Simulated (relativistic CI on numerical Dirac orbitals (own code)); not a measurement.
Bi XIV: q coefficients and field-shift factors

Method of calculation: Dirac-Coulomb-Breit CI, orbitals from a KLI potential per configuration, derivatives by finite differences, unscaled Slater integrals, QED left out (own radial code, finite nucleus).

Configurations in the expansion (outside the closed core [Kr] 4d10 4f14 5s2): 5p6.5d2, 5p6.5d.5f, 5p5.5d3, 5p6.5d.6s, 5p6.5f2, 5p6.5d.6p, 5p6.6s2. Double excitations out of closed p, d and f shells are left out; levels of such configurations are missing from the list, as are those of other unlisted configurations, and high levels can miss mixing partners.

With x = (α/α₀)² − 1 an excitation energy changes as ω = ω₀ + qx; K = 2q/ω₀ is the relative enhancement. Terms are leading LS components, so labels can repeat. The field-shift factor is F = δν/δ⟨r²⟩ for the transition from the lowest level.

Lowest level 5p6.5d2 3F_2.

```tsv
Level	ω₀ (cm⁻¹)	q (cm⁻¹)	K	F (GHz/fm²)
5p6.5d2 3P_0	27169	3833	0.282	0.685
5p6.5d2 3F_3	30860	33280	2.16	2.55
5p6.5d2 3P_2	45360	32300	1.42	3.11
5p6.5d2 3F_4	47572	39040	1.64	3.23
5p6.5d2 3P_1	49552	33330	1.35	2.91
5p6.5d2 1G_4	76248	61730	1.62	5.21
5p6.5d2 3P_2	82715	67090	1.62	6.15
5p6.5d2 1S_0	117486	62660	1.07	6.49
5p6.5d.6s 3D_1	465844	-136700	-0.587	361
5p6.5d.6s 3D_2	469355	-134900	-0.575	358
5p6.5d.6s 3D_3	501533	-102000	-0.407	365
5p6.5d.6s 1D_2	509066	-98740	-0.388	356
5p5.5d3 5F°_2	541885	27200	0.1	15.8
5p5.5d3 5D°_1	544696	30300	0.111	15.6
5p5.5d3 5D°_0	551124	33810	0.123	15.9
5p5.5d3 5F°_3	555923	45420	0.163	17.5
5p5.5d3 5S°_2	567122	58910	0.208	17.8
5p5.5d3 5D°_3	568431	36570	0.129	16.7
5p5.5d3 5F°_4	568544	60750	0.214	19
5p5.5d3 3F°_2	575995	57230	0.199	18
5p5.5d3 3D°_1	579976	59300	0.204	17.1
5p5.5d3 5G°_5	580737	63340	0.218	19.4
5p5.5d3 5D°_4	583645	61370	0.21	18.5
```

At this charge energies of transitions that change n are usually good to better than 1 %, and those within a shell (Δn = 0) to a few per cent. Terms inside the open d or f shell come out 10 to 20 % too wide with unscaled integrals. Levels and lines within the n = 5 or 6 shells can be off by up to 10 % or somewhat more, and those that change n by about 2 %, since core polarisation is missing.
